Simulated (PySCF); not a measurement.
Cl2H2OSn, SMILES [OH][SnH]([Cl])[Cl].

The structure is a stationary point at B3LYP-D3(BJ)/def2-SVP. The def2 effective core potentials stand for the cores of Sn; spin–orbit coupling is left out. Other conformers were not sampled.

Level of theory: B3LYP-D3(BJ)/def2-SVP (PySCF).

Frequencies are harmonic and unscaled.

Computed vibrational spectrum:
```
mode  ν (cm⁻¹)  IR (km/mol)  Raman (Å⁴/amu)  depolarisation  moving atoms (share of kinetic energy)
----  --------  -----------  --------------  --------------  --------------------------------------
1          113          4.0             3.6            0.73                        Cl 82 %, Sn 15 %
2          123          9.7             3.7            0.75                 H 44 %, O 34 %, Cl 17 %
3          154         21.0             2.8            0.65                O 41 %, Sn 27 %, Cl 25 %
4          213        118.8             0.7            0.75                          H 54 %, O 39 %
5          367         23.9            15.6            0.08                        Cl 82 %, Sn 17 %
6          380         73.7             4.6            0.75                        Cl 72 %, Sn 28 %
7          545         38.9            19.2            0.62                                  H 97 %
8          556         67.5            24.9            0.75                                  H 98 %
9          633         67.1            14.2            0.16                         O 87 %, Sn 12 %
10         867         99.3             3.5            0.66                                  H 93 %
11        1968         69.5           244.3            0.20                                  H 99 %
12        3818         84.6            98.6            0.28                                  H 94 %
```
